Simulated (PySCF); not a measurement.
Tungsten: a sound run and one with changed settings

Sound run: W [Xe] 4f14 5d4 6s2, W⁺ [Xe] 4f14 5d4 6s1. Calculation: PySCF 2.14, in cc-pVDZ-PP with ECP60MDF; a scalar-relativistic core potential. The sound run starts from symmetry-adapted Hartree-Fock orbitals and uses a fine grid where one is needed.

A second run was set up differently.

```tsv
species	method	sound run (hartree)	changed run (hartree)	converged
W	UHF	-66.67543	-66.67543	yes
W	PBE0	-67.26428	-67.55129	yes
W	M06-2X	-67.18542	-67.04200	yes
W⁺	UHF	-66.45816	-66.45816	yes
W⁺	PBE0	-66.99507	-67.20501	yes
W⁺	M06-2X	-66.88374	-66.72804	yes
```

Ionisation energy of W:

```tsv
method	sound run (eV)	changed run (eV)
UHF	5.912	5.912
M06-2X	8.209	8.543
```

Q: What was changed?
A. a valence shell is frozen
B. angular grid far too coarse
C. too few SCF iterations
D. all electrons correlated in a valence basis

A: B. It used 6 angular points. A coarse angular grid integrates products of high-l functions wrongly, so density functionals can shift, and the SCF can exploit the error; Hartree-Fock and MP2 need no grid.
